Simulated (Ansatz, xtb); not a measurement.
**Relative energy of two isomers of C5H8Se**

Structure I: `CC1=CC[Se]C1`, a singlet. Structure II: `C[C@@H]1C=CC[Se]1`, a singlet. Both are isolated molecules in the gas phase, relaxed with PBE0-D3(BJ)/def2-SVP.

I (Å):

```
atom    x (Å)    y (Å)    z (Å)
   C  -0.1875  -2.2276   1.1168
   C  -1.0259  -1.3928   0.2029
   C  -0.6264  -0.2542  -0.3764
   C  -1.5581   0.4929  -1.2718
   C  -2.4225  -1.8638  -0.0894
  Se  -3.2207  -0.5505  -1.3031
   H  -0.0662  -3.2487   0.7179
   H   0.8117  -1.7938   1.2608
   H  -0.6650  -2.3304   2.1057
   H   0.3786   0.1474  -0.2073
   H  -1.7653   1.5092  -0.8986
   H  -1.1613   0.5884  -2.2957
   H  -3.0218  -1.9373   0.8333
   H  -2.4187  -2.8600  -0.5619
```

II (Å):

```xyz
14

C    -0.7239   -1.6317   -1.4565
C     0.3979   -0.9086   -0.7246
C     0.2777   -0.9852    0.7675
C     0.1736    0.1347    1.4844
C     0.2094    1.4522    0.7800
Se    0.4368    1.0292   -1.1211
H    -1.7030   -1.2203   -1.1705
H    -0.7113   -2.7074   -1.2120
H    -0.6166   -1.5362   -2.5472
H     1.3693   -1.3226   -1.0450
H     0.2560   -1.9754    1.2362
H     0.0644    0.1168    2.5739
H     1.0516    2.0761    1.1200
H    -0.7172    2.0281    0.9363
```

Estimate which is lower in electronic energy at CCSD(T)/def2-SVP + ΔMP2/def2-TZVPP, and by roughly how much.

The CCSD(T)/def2-SVP + ΔMP2/def2-TZVPP calculation puts structure I lower, by 0.074 eV.

How the difference moves with the method:

```json
{"level": "GFN2-xTB", "geometry": "GFN2-xTB", "E(II) − E(I) (eV)": "+0.116", "departure from the last row (eV)": "+0.042", "job, with rough time for the two": "optimisation, 0.1 s"}
{"level": "HF/STO-3G", "geometry": "GFN2-xTB", "E(II) − E(I) (eV)": "+0.127", "departure from the last row (eV)": "+0.053", "job, with rough time for the two": "single point, 0.44 s"}
{"level": "r2SCAN-D4/def2-SVP", "geometry": "GFN2-xTB", "E(II) − E(I) (eV)": "+0.019", "departure from the last row (eV)": "−0.055", "job, with rough time for the two": "single point, 3.9 s"}
{"level": "PBE0-D3(BJ)/def2-SVP", "geometry": "PBE0-D3(BJ)/def2-SVP", "E(II) − E(I) (eV)": "+0.108", "departure from the last row (eV)": "+0.034", "job, with rough time for the two": "optimisation, 71 s"}
{"level": "HF/def2-SVP", "geometry": "PBE0-D3(BJ)/def2-SVP", "E(II) − E(I) (eV)": "+0.112", "departure from the last row (eV)": "+0.038", "job, with rough time for the two": "part of the CCSD(T) run"}
{"level": "MP2/def2-SVP", "geometry": "PBE0-D3(BJ)/def2-SVP", "E(II) − E(I) (eV)": "+0.072", "departure from the last row (eV)": "−0.002", "job, with rough time for the two": "part of the CCSD(T) run"}
{"level": "CCSD(T)/def2-SVP", "geometry": "PBE0-D3(BJ)/def2-SVP", "E(II) − E(I) (eV)": "+0.074", "departure from the last row (eV)": "0.000", "job, with rough time for the two": "single point"}
{"level": "CCSD(T)/def2-SVP + ΔMP2/def2-TZVPP", "geometry": "PBE0-D3(BJ)/def2-SVP", "E(II) − E(I) (eV)": "+0.074", "departure from the last row (eV)": "", "job, with rough time for the two": "single point, 76 s"}
```

As drawn, both hold the same kinds of bond in the same numbers.

r2SCAN-D4/def2-SVP finds them nearly level. The largest departure from CCSD(T)/def2-SVP + ΔMP2/def2-TZVPP is that of r2SCAN-D4/def2-SVP, 0.055 eV. The last row adds to CCSD(T) the change of the MP2 difference between the two basis sets, here 0.000 eV.

With thermal terms from frequencies at re-optimised GFN2-xTB minima (ideal gas, soft modes damped towards free rotors, one conformer each, 298.15 K, 1 atm): on the last row, ΔE + ΔZPE = +0.084, ΔH = +0.078, ΔG = +0.095 eV.

The correlated steps freeze 14 core orbitals; the filled d shell of Se is correlated, in a basis made for valence electrons. Mirror images aren't counted in ΔG. Run with Ansatz 0.2.0, xtb 6.7.1; the last row on 4 threads of Arm Neoverse V2 on a shared host.
